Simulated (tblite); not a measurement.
C6H11OS (charge -1).
SMILES with atom numbers: `[CH3:1][C@H:2]([S-:3])[CH2:4][C:5]1([OH:6])[CH2:7][CH2:8]1` (hydrogens: H9, H10, H11 on C1; H12 on C2; H13, H14 on C4; H15 on O6; H16, H17 on C7; H18, H19 on C8)

Computed with GFN2-xTB (tblite), gas phase: L-BFGS steps from a force-field or distance-geometry start until the largest atomic force falls under 0.01 eV/Å.

Step 15: E = -706.0213 eV
```
atom  x, y, z in Å  |  force x, y, z in eV/Å
C1      2.7132   -0.5052   -0.0498    0.013  -0.028   0.032
C2      1.4554    0.3388   -0.3551    0.012  -0.078  -0.036
S3      1.3503    1.7949    0.7119   -0.068   0.056   0.013
C4      0.2123   -0.5603   -0.2210   -0.031  -0.055   0.026
C5     -1.1335    0.1035   -0.4483   -0.047  -0.062  -0.045
O6     -1.3085    0.7336   -1.6898    0.069  -0.044  -0.083
C7     -2.3471   -0.5964    0.1075   -0.044   0.044   0.060
C8     -1.8966    0.7130    0.6876    0.113   0.067  -0.011
H9      3.4145   -0.5046   -0.8883   -0.046   0.053   0.070
H10     3.2188   -0.0983    0.8246    0.010   0.023  -0.033
H11     2.4531   -1.5442    0.1689   -0.001   0.020  -0.026
H12     1.5355    0.6965   -1.3930   -0.144   0.004  -0.056
H13     0.2022   -0.9665    0.7935    0.025   0.007   0.032
H14     0.3105   -1.4040   -0.9235   -0.053   0.060  -0.008
H15    -0.8138    1.5621   -1.6332    0.097  -0.069   0.011
H16    -2.1868   -1.4925    0.6897    0.018  -0.026  -0.023
H17    -3.2708   -0.6037   -0.4524    0.068   0.021  -0.122
H18    -1.4380    0.7603    1.6587    0.021  -0.028   0.069
H19    -2.4805    1.5820    0.4196   -0.013   0.034   0.131
```

Step 16: E = -706.0257 eV
```
atom  x, y, z in Å  |  force x, y, z in eV/Å
C1      2.7116   -0.5044   -0.0489    0.000   0.020   0.007
C2      1.4534    0.3392   -0.3557    0.003  -0.090  -0.039
S3      1.3472    1.7963    0.7121   -0.066   0.029  -0.013
C4      0.2122   -0.5628   -0.2222   -0.050   0.008   0.048
C5     -1.1332    0.1023   -0.4489   -0.045  -0.064  -0.069
O6     -1.3058    0.7329   -1.6900    0.042  -0.067  -0.099
C7     -2.3488   -0.5959    0.1047   -0.042   0.085   0.132
C8     -1.8905    0.7141    0.6890    0.028  -0.029   0.003
H9      3.4121   -0.4980   -0.8867   -0.022   0.035   0.039
H10     3.2167   -0.0925    0.8227    0.007   0.001  -0.003
H11     2.4539   -1.5445    0.1669    0.005   0.034  -0.013
H12     1.5309    0.6953   -1.3950   -0.128   0.007  -0.034
H13     0.2000   -0.9635    0.7924    0.035  -0.026   0.090
H14     0.3132   -1.4085   -0.9196   -0.060   0.046  -0.042
H15    -0.7996    1.5539   -1.6381    0.108  -0.038   0.021
H16    -2.1937   -1.4941    0.6893    0.010   0.031  -0.080
H17    -3.2756   -0.5953   -0.4540    0.133   0.015  -0.085
H18    -1.4316    0.7539    1.6623   -0.006  -0.017   0.002
H19    -2.4823    1.5810    0.4273    0.045   0.022   0.134
```

Step 17: E = -706.0309 eV
```
atom  x, y, z in Å  |  force x, y, z in eV/Å
C1      2.7096   -0.5032   -0.0478   -0.021   0.074  -0.025
C2      1.4508    0.3383   -0.3571   -0.032  -0.057  -0.024
S3      1.3422    1.7984    0.7120   -0.058  -0.018  -0.055
C4      0.2113   -0.5659   -0.2226   -0.058   0.057   0.064
C5     -1.1337    0.0997   -0.4508   -0.032  -0.037  -0.056
O6     -1.3015    0.7310   -1.6923    0.028  -0.071  -0.085
C7     -2.3516   -0.5937    0.1038   -0.020   0.105   0.152
C8     -1.8828    0.7153    0.6907   -0.069  -0.116   0.017
H9      3.4090   -0.4896   -0.8841    0.017   0.012  -0.012
H10     3.2144   -0.0857    0.8205    0.000  -0.021   0.036
H11     2.4549   -1.5444    0.1643    0.012   0.041   0.005
H12     1.5227    0.6938   -1.3980   -0.098   0.000   0.000
H13     0.1981   -0.9605    0.7929    0.038  -0.056   0.127
H14     0.3151   -1.4128   -0.9159   -0.066   0.022  -0.066
H15    -0.7808    1.5431   -1.6434    0.100  -0.035   0.025
H16    -2.2014   -1.4955    0.6875    0.001   0.078  -0.120
H17    -3.2784   -0.5851   -0.4579    0.172   0.010  -0.040
H18    -1.4242    0.7458    1.6666   -0.020  -0.006  -0.068
H19    -2.4835    1.5802    0.4393    0.105   0.017   0.123
```

Step 18: E = -706.0374 eV
```
atom  x, y, z in Å  |  force x, y, z in eV/Å
C1      2.7067   -0.5005   -0.0467   -0.035   0.116  -0.057
C2      1.4467    0.3364   -0.3592   -0.081   0.007   0.003
S3      1.3345    1.8007    0.7107   -0.048  -0.068  -0.101
C4      0.2091   -0.5694   -0.2219   -0.056   0.071   0.074
C5     -1.1352    0.0959   -0.4538   -0.003   0.015  -0.012
O6     -1.2951    0.7275   -1.6967    0.020  -0.062  -0.036
C7     -2.3554   -0.5891    0.1047    0.009   0.081   0.103
C8     -1.8743    0.7155    0.6934   -0.148  -0.153   0.033
H9      3.4053   -0.4786   -0.8809    0.061  -0.010  -0.072
H10     3.2115   -0.0775    0.8183   -0.019  -0.041   0.075
H11     2.4564   -1.5435    0.1611    0.020   0.051   0.024
H12     1.5100    0.6918   -1.4019   -0.053  -0.014   0.036
H13     0.1965   -0.9575    0.7955    0.033  -0.078   0.133
H14     0.3160   -1.4175   -0.9123   -0.071   0.002  -0.068
H15    -0.7553    1.5279   -1.6496    0.076  -0.044   0.022
H16    -2.2109   -1.4959    0.6829   -0.003   0.093  -0.129
H17    -3.2785   -0.5721   -0.4638    0.165   0.009   0.000
H18    -1.4151    0.7357    1.6707   -0.019   0.000  -0.121
H19    -2.4827    1.5796    0.4572    0.152   0.026   0.094
```

Question: Estimate the geometry and energy of step 19. (The exact step hangs on the optimiser's Hessian estimate; all steps are aligned on step 18, rigid shifts and turns removed.)

Answer: E = -706.0445 eV, largest force 0.211 eV/Å
```
atom  x, y, z in Å  |  force x, y, z in eV/Å
C1      2.7031   -0.4956   -0.0463   -0.027   0.126  -0.079
C2      1.4406    0.3344   -0.3616   -0.113   0.064   0.030
S3      1.3248    1.8026    0.7074   -0.041  -0.092  -0.128
C4      0.2056   -0.5731   -0.2199   -0.041   0.039   0.077
C5     -1.1375    0.0917   -0.4572    0.026   0.068   0.058
O6     -1.2873    0.7226   -1.7024    0.034  -0.021   0.037
C7     -2.3601   -0.5827    0.1067    0.035   0.017  -0.003
C8     -1.8674    0.7135    0.6973   -0.168  -0.122   0.035
H9      3.4024   -0.4659   -0.8781    0.086  -0.025  -0.118
H10     3.2082   -0.0689    0.8168   -0.047  -0.054   0.096
H11     2.4588   -1.5411    0.1577    0.025   0.068   0.033
H12     1.4941    0.6894   -1.4057   -0.006  -0.028   0.058
H13     0.1953   -0.9547    0.8007    0.020  -0.090   0.100
H14     0.3152   -1.4226   -0.9092   -0.075   0.000  -0.039
H15    -0.7241    1.5083   -1.6559    0.027  -0.074   0.006
H16    -2.2221   -1.4954    0.6747    0.000   0.060  -0.095
H17    -3.2764   -0.5569   -0.4701    0.104   0.011   0.015
H18    -1.4047    0.7239    1.6732    0.000  -0.003  -0.129
H19    -2.4782    1.5797    0.4796    0.162   0.055   0.046
```

The energy changes by -0.0072 eV. The first-order estimate −F·Δx gives -0.0098 eV and the mean of the old and new forces, exact on a quadratic surface, -0.0072 eV. The step makes an angle of 73° with the force vector and moves no atom by more than 0.037 Å.

The cost below is that of the whole relaxation. Time: 1.3 s. Hardware: Intel Xeon Platinum 8488C, one thread, no GPU, shared host.
